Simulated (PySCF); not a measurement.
How methods differ on the excitation energy of Cr⁺

Cr⁺ [Ar] 3d5 (6S) → Cr⁺ [Ar] 3d4 4s1 (6D), as a difference of total energies. Calculation: PySCF 2.14, in x2c-TZVPPall with one added diffuse shell each of s, p, d, f type (7s6p5d3f1g, 80 functions); the spin-free X2C one-electron Hamiltonian (Gaussian nucleus). Correlated levels: valence: [Ar] frozen; valence and next inner shell: [Ne] frozen. The calculations carry no spin-orbit coupling.

Order these methods by the excitation energy they give, lowest first.
A. MP2 (valence)
B. SCS-MP2 (valence)
C. UHF
D. MP2 (valence and next inner shell)

C (5965.4 cm⁻¹), B (7615.4 cm⁻¹), A (10915 cm⁻¹), D (13626 cm⁻¹).

Errors of the correlated levels include the incompleteness of this basis and the frozen core.

For comparison: 12278 cm⁻¹ (measured; NIST levels, between the centres of gravity of the two terms).
